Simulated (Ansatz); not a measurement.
Correlation energies of `B[CH](Cl)[GaH][OH]` by basis set

```tsv
atom	x (Å)	y (Å)	z (Å)
B1	-1.261	0.277	-1.075
C2	-0.425	0.514	0.231
Cl3	-2.091	0.002	0.837
Ga4	0.958	-0.800	0.711
O5	2.660	-0.287	0.530
H6	-1.237	-0.801	-1.596
H7	-1.817	1.195	-1.597
H8	-0.297	1.545	0.554
H9	0.725	-2.264	1.167
H10	2.785	0.618	0.239
```

Total charge 0; spin multiplicity 1. Correlated methods include outer-core shells of Ga, which these sets cover unevenly. Scalar relativity is left out up to krypton. The geometry is a stationary point of PBE0-D4/def2-TZVP. It is one conformer, not always the lowest. Frozen core, restricted reference, Ansatz.

```json
{"basis": "def2-SVP", "HF (Eh)": "-2522.56346", "MP2 corr.": "-0.76594"}
{"basis": "def2-TZVPP", "HF (Eh)": "-2523.14010", "MP2 corr.": "-0.94155"}
{"basis": "def2-QZVPP", "HF (Eh)": "-2523.20004", "MP2 corr.": "-1.24569"}
```

(1) Estimate the CCSD correlation energy and the (T) correction in each basis where they were run (hartree).

## Answers

(1) 
| basis | CCSD corr. | (T) |
| --- | --- | --- |
| def2-SVP | -0.79971 | -0.02410 |
| def2-TZVPP | -0.97424 | -0.04147 |
